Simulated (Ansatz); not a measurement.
Input for Ansatz (a first-principles code): U-CCSD(T)/cc-pV(T+d)Z on AlH5Si (SMILES [AlH2][SiH3]), a point of a bond scan (R = 1.583 Å). Files ending in .json are basis or fitting sets from the Basis Set Exchange.

Ansatz 0.2 input:
```yaml
crystal:
  periodic: [false, false, false]
  atoms:
    - {symbol: Al, position_ang: [0.03394872, -0.60450630, -1.15927772]}
    - {symbol: H, position_ang: [-1.28812107, -0.73733980, -2.02062804]}
    - {symbol: H, position_ang: [1.38583772, -1.18780901, -1.74138382]}
    - {symbol: Si, position_ang: [-0.02792387, 0.52763245, 1.02391416]}
    - {symbol: H, position_ang: [-0.03926723, 2.00388745, 0.82696529]}
    - {symbol: H, position_ang: [1.14506402, 0.20807389, 1.87836413]}
    - {symbol: H, position_ang: [-1.25391258, 0.18491499, 1.79249452]}
basis:
  gaussian:
    orbitals: cc-pV_T+d_Z.json
correlation: {method: ccsd_t, electrons: outside_noble_gas}
scf: {omitted_lower_state_checks: [cluster_reference]}
magnetization: {spin_polarized: true, initial_magnetization: 0}
```

Output:

```
WARN ansatz: RAYON_NUM_THREADS=1 ignored (pool sized by the plan → 1); use --threads N
Functional definition: HF
these checks for a lower state are left out or cut short: cluster_reference
integrals: 0.55 GiB planned
851 factors; integrals over basis functions are off by at most 1.0e-3 eV
mean field: 0.43 GiB planned
mean field evaluation 1: about -14523.3111 eV, gradient 9.0e0 eV
mean field evaluation 2: about -14523.3118 eV, gradient 9.0e0 eV
mean field evaluation 4: about -14524.3641 eV, gradient 5.7e-1 eV
mean field evaluation 8: about -14524.3677 eV, gradient 4.3e-4 eV
mean field -14524.36766656 eV, -533.7606667762 hartree, gradient 1.5e-6 eV, S^2 0.000000; 0 other end points of the search recorded, 0 dependent functions left out
10 core orbitals not correlated
reference -14524.36766656 eV, -533.7606667762 hartree; 6, 6 occupied and 132, 132 virtual orbitals, 851 factors
second order -5.82961865 eV of doubles, -0.00000000 eV of singles
coupled cluster: 1.91 GiB planned
cycle   1  -6.70937227 eV  change   -8.8e-1 eV  update   7.3e-2
cycle   2  -7.04078563 eV  change   -3.3e-1 eV  update   2.5e-2
cycle   3  -7.05593857 eV  change   -1.5e-2 eV  update   6.6e-3
cycle   4  -7.05446868 eV  change    1.5e-3 eV  update   2.4e-3
cycle   5  -7.05342399 eV  change    1.0e-3 eV  update   7.7e-4
cycle   6  -7.05319717 eV  change    2.3e-4 eV  update   2.4e-4
cycle   7  -7.05321178 eV  change   -1.5e-5 eV  update   7.3e-5
cycle   8  -7.05323398 eV  change   -2.2e-5 eV  update   2.4e-5
cycle   9  -7.05323360 eV  change    3.7e-7 eV  update   8.8e-6
perturbative correction -0.19043532 eV, -0.0069983688 hartree
Total energy: -14531.61133548 eV, -534.0268666991 hartree
Checks for a lower state left out: cluster_reference
```

The calculation finished and met its thresholds.

Cost: about 26 core-seconds (a rough figure).
